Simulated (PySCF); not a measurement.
# One molecule, several mistakes: BClGeH2N cation

Calculated results; nothing here was measured. The program is PySCF 2.14.0, an open-source quantum chemistry code, run on an isolated molecule that a program drew, which may never have been made. The molecule is BClGeH2N cation (charge +1, singlet), drawn as the SMILES string `[BH+][N]=[GeH][Cl]`.

Each row is a Hartree-Fock (HF) and frozen-core CCSD(T) single point in the cc-pV(D+d)Z basis, meant for a local HF minimum. Run 1 is clean. Each other run has one planted mistake out of seven kinds, and not every kind appears here: one electron removed, one electron added, multiplicity raised by two, geometry at a saddle point, minimal basis STO-3G, one bond length entered in bohr, all coordinates scaled. The reference is restricted for singlets and unrestricted otherwise, and also for a bond in bohr. Adding or removing an electron swaps singlet and doublet. Electrons count all cores. HOMO and LUMO are orbital energies over both spins, the gradient is its largest component, and the lowest frequency (negative if imaginary) is given only where the gradient is small. Bond lengths are over the 5 bonds as drawn. T1 is the CCSD diagnostic: over 0.02 (restricted) or 0.045 (unrestricted) a single reference is doubtful. Germanium has the cc-pVDZ-PP basis, with a core potential (ECP10MDF) in place of its 10 inner electrons, and its 3s, 3p and 3d shells are frozen in CCSD(T).

Geometry of the clean run:
```xyz
6
BClGeH2N cation, angstrom
B    -0.4814   -2.3886   -0.8550
N    -0.3845   -1.1600   -1.1442
Ge   -0.3377    0.5063   -1.4914
Cl   -1.9426    1.6857   -0.9552
H    -0.5623   -3.5247   -0.5919
H     0.8217    1.1704   -2.1748
```

| run | electrons | basis functions | <S^2> | HOMO (eV) | LUMO (eV) | gradient (hartree/bohr) | lowest frequency (cm^-1) | mean bond (Å) | longest bond (Å) | T1 | HF (hartree) | CCSD(T) (hartree) | mistake |
|---|---|---|---|---|---|---|---|---|---|---|---|---|---|
| 1 | 62 | 84 | 0.000 | -17.68 | -4.90 | 2.8e-05 | 88 | 1.5402 | 2.063 | 0.0163 | -832.97078 | -833.45739 | no fault |
| 2 | 62 | 84 | 0.714 | -17.64 | -5.08 | 2.7e-02 | - | 1.7482 | 2.209 | 0.0658 | -832.83525 | -833.32302 | one bond length entered in bohr |
| 3 | 62 | 84 | 2.024 | -11.94 | -8.00 | 1.1e-01 | - | 1.5402 | 2.063 | 0.0306 | -832.81658 | -833.27317 | multiplicity raised by two |
| 4 | 63 | 84 | 0.789 | -6.33 | 2.18 | 7.4e-02 | - | 1.5402 | 2.063 | 0.0180 | -833.17674 | -833.68027 | one electron added |
| 5 | 61 | 84 | 0.758 | -23.30 | -13.66 | 1.1e-01 | - | 1.5402 | 2.063 | 0.0277 | -832.40373 | -832.84170 | ? |

**Which mistake was planted in run 5, and what did it cost?**

It counts 61 electrons, one fewer than the clean run, at the same geometry and basis. So the mistake is: one electron removed. Subtracting run 1 and multiplying by 627.51 kcal/mol a hartree, the energy moved by 355.8 kcal/mol in HF and 386.4 kcal/mol in CCSD(T).

Cautions from the logs. Run 2: T1 is over the limit, so its CCSD(T) energy is less reliable.
